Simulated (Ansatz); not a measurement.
Ansatz results at the PBE0-D4/def2-TZVP geometry: HOMO energy (B3LYP/def2-TZVPP) -10.30 eV; LUMO energy (PBE0/def2-TZVPP) 1.47 eV; HOMO–LUMO gap (PBE0/def2-TZVPP) 11.96 eV.

Which molecule gave them?
A. `FC(F)C(F)(F)F`
B. `FC1C=CC1(F)F`
C. `C1=CCCC1`
D. `FC1(F)CC1`

A. The others give `FC1C=CC1(F)F`: -8.65, -1.02, 7.85; `FC1(F)CC1`: -8.13, 1.65, 9.98; `C1=CCCC1`: -6.63, 0.65, 7.47.

B3LYP here is the variant with VWN-RPA as its local correlation; programs differ in this.
